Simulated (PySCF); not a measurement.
Gas-phase reaction: SnHCl3 + 2 H = SnH3Cl + 2 Cl. Level: PBE0/def2-TZVP; standard pressure 1 bar.

Computed with PySCF and rigid-rotor harmonic-oscillator thermochemistry at 1 bar. Open shells (unrestricted): H (multiplicity 2), Cl (multiplicity 2, electronic degeneracy 6); the rest are closed-shell singlets. Spin-orbit splitting is ignored; it lowers the true energy and changes the entropy of Cl. Sn: scalar-relativistic def2 core potential, no spin-orbit coupling. SnHCl3, SnH3Cl: computed as isolated molecules; such fragments, hydroxides, amides, oligomers or adducts are transient or little studied in the gas. The harmonic model lacks anharmonicity and excited electronic states, which grow with temperature; levels with a mode under 35 cm⁻¹ are left out. Soft modes under 120 cm⁻¹ make the harmonic entropy rough for SnHCl3.

| T (K) | 1000/T (1/K) | log10 K |
|---|---|---|
| 800 | 1.2500 | -8.28 |
| 1000 | 1.0000 | -6.45 |
| 1200 | 0.8333 | -5.24 |
| 1400 | 0.7143 | -4.38 |
| 1600 | 0.6250 | -3.75 |
| 1800 | 0.5556 | ? |

Fit log10 K = a + b·(1000/T) to the five rows, get the mean ΔH° and ΔS°, and predict log10 K at 1800 K.

Means: 1000/T = 0.8845, log10 K = -5.620. Sums of products about the means: Sxy = -1.78386, Sxx = 0.245860, so b = Sxy/Sxx = -7.26 and a = -5.620 − (-7.26)×0.8845 = 0.80.
ΔH° = −R ln 10 × 1000 K × b = −19.145 × (-7.26) = 139 kJ; ΔS° = R ln 10 × a = 15 J/K. The run's own values go from 142 kJ and 19 J/K at 800 K to 135 kJ and 13 J/K at 1800 K.
Prediction at 1800 K: 0.80 + (-7.26)×0.5556 = -3.23. The computed value is -3.26, 0.03 from the line.
For scale, ΔH°(298 K) is 151 kJ at this level, 145 kJ at ωB97M-V/def2-TZVP†, and runs from 25 to 197 kJ over the 18 levels computed († marks an energy on the PBE0/def2-TZVP geometry).
